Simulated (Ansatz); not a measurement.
Basis sets compared for the cluster Be4Te4. Charge 0, multiplicity 1. Geometry B3LYP-D4/def2-SVP. Ansatz on 4 threads of Arm Neoverse V2 on a shared host; times are rough, and most runs start from earlier orbitals.

```xyz
8

Be    0.879    0.352   -1.220
Be   -1.433    0.530   -0.227
Be    0.595    0.651    1.268
Be   -0.041   -1.534    0.180
Te    2.255   -0.835    0.358
Te   -0.936   -1.025   -1.996
Te   -1.383   -0.554    1.921
Te    0.065    2.414   -0.283
```

In the def2 sets Te takes a core potential; there is no spin–orbit coupling. The structure comes from a short search, and lower isomers may exist.

Binding counts from free atoms (Be singlet, Te triplet) in the same basis, without a counterpoise term.

```tsv
level	functions	energy (Eh)	HOMO (eV)	LUMO (eV)	binding per atom (eV)	wall time
PBE-D4/def2-SVP	140	-1131.2029	-5.82	-3.89	3.07	2.6 s
PBE-D4/def2-TZVP	276	-1131.3015	-5.83	-3.89	3.05	5.5 s
PBE0-D4/def2-SVP	140	-1131.3034	-6.79	-3.29	3.01	3.6 s
PBE0-D4/def2-TZVP	276	-1131.4014	-6.76	-3.25	3.00	10 s
```

Q: Estimate the rows for PBE-D4/def2-TZVPD, PBE0-D4/def2-TZVPD.

A: 
```json
{"level": "PBE-D4/def2-TZVPD", "functions": "324", "energy (Eh)": "-1131.3023", "HOMO (eV)": "-5.83", "LUMO (eV)": "-3.90", "binding per atom (eV)": "3.05", "wall time": "7 s"}
{"level": "PBE0-D4/def2-TZVPD", "functions": "324", "energy (Eh)": "-1131.4021", "HOMO (eV)": "-6.76", "LUMO (eV)": "-3.25", "binding per atom (eV)": "3.00", "wall time": "12 s"}
```
